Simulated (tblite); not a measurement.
C6H9P2 (charge -1).
Atom-mapped SMILES: `[CH3:1][c:2]1[p:3][c:4]([CH3:5])[c:6]([CH3:7])[p-:8]1` (hydrogens: H9, H10, H11 on C1; H12, H13, H14 on C5; H15, H16, H17 on C7)

Geometry (GFN2-xTB, Å), atoms numbered from 1 in this order:
```
atom  x, y, z in Å
C1     3.3356   -0.2865    0.0055
C2     1.8349   -0.1636    0.0119
P3     0.8089   -1.5258   -0.3275
C4    -0.6892   -0.6113   -0.1550
C5    -2.0102   -1.3104   -0.3520
C6    -0.5731    0.7199    0.1573
C7    -1.7519    1.6405    0.3411
P8     1.0606    1.3523    0.3460
H9     3.7906    0.6624    0.2942
H10    3.7003   -0.5570   -0.9888
H11    3.6692   -1.0601    0.7013
H12   -2.8465   -0.6220   -0.2373
H13   -2.0617   -1.7534   -1.3487
H14   -2.1258   -2.1187    0.3732
H15   -1.3952    2.6399    0.5880
H16   -2.3521    1.7074   -0.5705
H17   -2.4015    1.2983    1.1514
```

Calculated harmonic vibrations of the isolated species, GFN2-xTB (tblite), most abundant isotopes, no scaling. The method is semi-empirical: single wavenumbers can be off by several per cent or more. The optimisation stopped once no atom felt more than 0.01 eV/Å.

Lowest wavenumbers of the output (negative numbers stand for imaginary wavenumbers):
```
mode    cm-1
  1    -141.1
  2      31.2
  3     131.0
  4     146.5
  5     173.9
  6     237.5
  7     287.4
  8     295.7
```

**Question.** Is this structure a minimum?

**Answer.** No. 1 mode is imaginary beyond 20i (141i cm⁻¹), so at this level the point lies at or near a first-order saddle.

**Question.** Which atoms move in the imaginary mode?

**Answer.** 141i: H14 (methyl hydrogen) 34 %, H13 (methyl hydrogen) 33 %, H12 (methyl hydrogen) 30 %. These are shares of the mass-weighted motion.

**Question.** What is the remedy?

**Answer.** Step along that mode in both directions, optimise again with tighter thresholds and repeat the frequencies. The zero-point energy of this point (81.9 kcal/mol) counts the 44 real modes alone, and thermal corrections from it aren't those of a minimum.
